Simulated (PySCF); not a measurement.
## Argon: a sound run and one with changed settings

Sound run: Ar²⁺ [Ne] 3s2 3p4, Ar³⁺ [Ne] 3s2 3p3. Calculation: PySCF 2.14, in x2c-TZVPall (5s5p2d1f, 37 functions); scalar relativity by spin-free X2C-1e. In the sound run the correlated levels freeze [Ne]. The sound run starts from symmetry-adapted Hartree-Fock orbitals and uses a fine grid where one is needed.

Changed run: no relativity, point nucleus. This setting is unsound on purpose.

```csv
species,method,sound run (hartree),changed run (hartree),converged
Ar²⁺,UHF,-527.11003,-524.95459,yes
Ar²⁺,r2SCAN,-527.72527,-525.56310,yes
Ar²⁺,PBE,-527.56384,-525.40053,yes
Ar²⁺,MP2,-527.23707,-525.08169,yes
Ar²⁺,CCSD(T),-527.26802,-525.11283,yes
Ar³⁺,UHF,-525.66357,-523.50873,yes
Ar³⁺,r2SCAN,-526.23076,-524.06901,yes
Ar³⁺,PBE,-526.06732,-523.90452,yes
Ar³⁺,MP2,-525.76189,-523.60717,yes
Ar³⁺,CCSD(T),-525.78779,-523.63327,yes
```

Ionisation energy of Ar²⁺:

| method | sound run (eV) | changed run (eV) |
| --- | --- | --- |
| UHF | 39.360 | 39.344 |
| r2SCAN | 40.668 | 40.656 |
| PBE | 40.722 | 40.709 |
| MP2 | 40.142 | 40.124 |
| SCS-MP2 | 40.224 | 40.206 |
| CCSD | 40.252 | 40.234 |
| CCSD(T) | 40.279 | 40.261 |

Most of the change in total energy is the relativistic energy itself. On top of that the contraction fixes the core shape for the Hamiltonian it was made with, so the changed run is not a good calculation with the other Hamiltonian either.

For comparison, NIST gives 40.735 ± 0.012 eV between the lowest levels.
